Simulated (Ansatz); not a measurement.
**Relaxing a trial structure of BGaH2SeSn**

The starting geometry of this gas-phase singlet was optimised with GFN2-xTB.

```xyz
6

B     0.1930    0.7819   -1.0195
Ga   -1.0557   -1.6976   -0.0533
Se    0.7584   -0.2491    1.2169
Sn    1.7236    1.8663    0.2214
H    -0.9763    0.9898   -0.9185
H     0.4873   -0.0845   -1.7831
```

Question: Predict what becomes of its bonds when it is optimised with B3LYP-D3(BJ)/def2-SVP.

Answer: A new bond forms, giving a structure given below by its coordinates. Contacts that close: B1–Se3 (2.53 → 2.19 Å).

The energy falls by 0.39 eV over 27 steps:

```json
{"step": "1", "E − E(last) (eV)": "0.388"}
{"step": "4", "E − E(last) (eV)": "0.117"}
{"step": "7", "E − E(last) (eV)": "0.100"}
{"step": "10", "E − E(last) (eV)": "0.100"}
{"step": "13", "E − E(last) (eV)": "0.100"}
{"step": "15", "E − E(last) (eV)": "0.100"}
{"step": "18", "E − E(last) (eV)": "0.092"}
{"step": "21", "E − E(last) (eV)": "0.033"}
{"step": "24", "E − E(last) (eV)": "0.000"}
{"step": "27", "E − E(last) (eV)": "0.000"}
```

Final geometry (Å):

```
atom    x (Å)    y (Å)    z (Å)
   B  -0.0217   0.7473  -0.7357
  Ga  -0.3144  -1.8844  -0.3937
  Se   0.3546  -0.0486   1.2682
  Sn   1.9949   1.5673  -0.0441
   H  -1.0439   1.3747  -0.8491
   H   0.1609  -0.1494  -1.5819
```

Frequencies at the end are all real (lowest 62 cm⁻¹). Atoms past krypton carry core potentials, without spin–orbit terms. Run with Ansatz 0.2.0, 110 s on 2 threads of Arm Neoverse V1, with other jobs on the host.
